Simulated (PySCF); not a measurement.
# From computed data to an observable: oscillator strength and radiative lifetime

CH₇GeNO, SMILES [OH][GeH2][NH]C.

Geometry: ωB97X-D3(BJ)/def2-SVP. The structure was generated by enumeration, and PubChem lists no compound with its InChIKey, so it may never have been made. Other conformers were not sampled.

TDA-PBE/def2-SVPD run with PySCF puts the first singlet state with f over 0.02 at 5.09 eV (vertical), with the transition dipole (0.527, -0.194, 0.062) in atomic units.

Q: Find the oscillator strength, the wavelength and the radiative lifetime that this transition would have in vacuum if emission retraced absorption.

A: 
|μ|² = 0.3192 au, so |μ| = 1.44 D. ΔE = 5.09/27.211 = 0.1871 hartree. f = (2/3) ΔE |μ|² = 0.040 (the program prints 0.040).
λ = 1239.84/5.09 = 244 nm; ν = 41054 cm⁻¹.
Einstein's coefficient A = 0.6670 ν² f s⁻¹ (ν in cm⁻¹) = 4.5e7 s⁻¹, so τ = 1/A = 22 ns. This state is S1. The figure is the radiative limit of this one transition; relaxation, internal conversion, crossing to triplets and a medium change what is measured.
